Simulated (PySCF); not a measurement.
F₃OV, charge -1, doublet, geometry from GFN2-xTB (such geometries of metal compounds can be far from the true shape) (the multiplicity is a formal guess). Base run: PySCF with M062X/6-31G.

Input for PySCF:
```python
from pyscf import gto, scf, dft, solvent

mol = gto.M(
    atom='''
V     0.039724    0.159070   -0.056511
O     1.008430    0.479226   -1.196833
F     0.842332   -1.059040    1.047225
F    -1.083340   -1.170411   -0.619906
F    -0.756891    1.396959    0.780949
''',
    basis='6-31g',
    charge=-1,
    spin=1,
    verbose=4,
)

mf = dft.UKS(mol)
mf.xc = 'm062x'
mf.kernel()
```

Each row names what was changed in the base input (with any setting that the change needs).

```csv
change,ΔE vs base (kcal/mol)
base,0.000
model = IEF-PCM; solvent = acetonitrile,-57.65
model = IEF-PCM; solvent = methanol,-57.49
model = ddCOSMO; solvent = water,-56.90
model = IEF-PCM; solvent = water,-58.59
model = IEF-PCM; solvent = water; vdw_scale = 1.0,-67.7
model = SS(V)PE; solvent = water,-56.98
model = IEF-PCM; solvent = water; lebedev_order = 41,-58.63
model = IEF-PCM; solvent = toluene,-33.96
model = C-PCM; solvent = water,-58.61
model = IEF-PCM; solvent = water; vdw_scale = 1.4,-52.18
model = IEF-PCM; solvent = water; vdw_scale = 1.1,-62.66
```

The base is the gas phase, so ΔE is the electrostatic part of solvation at a fixed geometry, without cavity and dispersion terms.

Open shells are given as the SCF converged; they aren't shown to be the lowest states, and a large step between rows can be another state.

The gas-phase anion may not be bound at this level, which the solvent then changes.
